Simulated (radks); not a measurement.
The numbers below are computed, except where a source is named.
Ionisation ladder of scandium, from Sc XII to Sc XVII (ions without a valid solution omitted). Each ion is in the ground configuration listed by NIST, and IE = E(next ion) - E(this ion). Level of theory: non-relativistic Kohn-Sham, SCAN, spin-polarised, spherical densities, point nucleus; open shells are filled with parallel spins first; meta-GGA in the generalised Kohn-Sham scheme (a radial shooting solver on a logarithmic mesh with Libxc functionals).

species  configuration  IE, Delta-SCF (eV)  -e(HOMO) (eV)     HOMO  <r> HOMO (bohr)
Sc XII            [Ne]              690.00         655.94       2p            0.302
Sc XIII   [He] 2s2 2p5                   ?         724.25  2p down            0.295
Sc XIV    [He] 2s2 2p4              826.65         792.83  2p down            0.290
Sc XVII   [He] 2s2 2p1                   ?         1048.8    2p up            0.269

Estimate the withheld Delta-SCF values.

Answer. Sc XIII: 758.59 eV (NIST 758); Sc XVII: 1086.6 eV (NIST 1093.5).
